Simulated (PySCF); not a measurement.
Compound: C6H12N2Si2.
Bonds: C1–N2, N2–Si3, Si3–Si4, Si4–C5, C5–C6 (aromatic), C6–C7 (aromatic), C7–C8 (aromatic), C8–C9 (aromatic), C9–N10 (aromatic), C5–N10 (aromatic). Hydrogens: H11, H12, H13 on C1; H14 on N2; H15, H16 on Si3; H17, H18 on Si4; H19 on C6; H20 on C7; H21 on C8; H22 on C9.

NICS = −σ at a ghost point: NICS(0) at the centroid of the ring atoms, NICS(1) 1 Å to either side along the normal of their mean plane, zz for the tensor component along that normal. Level: GIAO PBE0/pcSseg-1 (PySCF, non-relativistic, gas phase) on the GFN2-xTB geometry, one conformer.

Ring bond lengths (Å), with Mayer bond orders in brackets: C5–C6 1.390 (1.36), C6–C7 1.384 (1.44), C7–C8 1.386 (1.42), C8–C9 1.387 (1.40), C9–N10 1.320 (1.49), N10–C5 1.331 (1.41).

Task: Give the NICS values of each ring in ppm.

Result: 
```
              ring                                               type  NICS(0)  NICS(1), two faces  NICS(1)zz, two faces  rms pucker (Å)  centre to ring atoms, mean (Å)
C5–C6–C7–C8–C9–N10  6-membered ring with N; formal bonds all aromatic     -6.7       -11.1 / -11.1         -28.0 / -27.9            0.00                            1.37
```

Task: What do they say, and how far can they be read as aromaticity?

Result: 
- C5–C6–C7–C8–C9–N10: mean NICS(1)zz -28.0 ppm, shielded, aromatic by this magnetic criterion (flat ring, no four-coordinate atom).

Task: And the bond-length index? Use HOMA with the parameters of Krygowski (1993).

Result: 
- C5–C6–C7–C8–C9–N10: HOMA 1.00; the largest term is that of C9–N10, α(R − Ropt)² = 0.02. The geometric and the magnetic index point the same way.

Task: How shielded are the nuclei of the rings and their hydrogens (means over atoms taken as equivalent)?

Result: 
```csv
atoms,environment,σ isotropic (ppm),"principal values of the symmetric part, first atom (ppm)"
C5,substituted aromatic carbon,16.7,"-84.3, -17.5, 151.8"
C6,aromatic CH carbon,50.4,"-71.1, 48.6, 173.6"
C7,aromatic CH carbon,47.4,"-69.0, 28.9, 182.2"
C8,aromatic CH carbon,59.0,"-55.6, 53.1, 179.6"
C9,aromatic CH next to a ring nitrogen,32.0,"-80.2, 28.9, 147.2"
N10,pyridine-type nitrogen,-108.3,"-412.7, -196.2, 284.1"
H19,aromatic hydrogen,23.89,"20.4, 21.8, 29.5"
H20,aromatic hydrogen,23.88,"20.6, 24.0, 27.0"
H21,aromatic hydrogen,24.39,"21.7, 24.0, 27.5"
H22,aromatic hydrogen,22.89,"18.7, 22.7, 27.3"
```

Shape of the structure used: `[CH3:1][NH:2][SiH2:3][SiH2:4][c:5]1[cH:6][cH:7][cH:8][cH:9][n:10]1`: C1–N2–Si3–Si4 175°, N2–Si3–Si4–C5 -175°, Si3–Si4–C5–C6 180°.
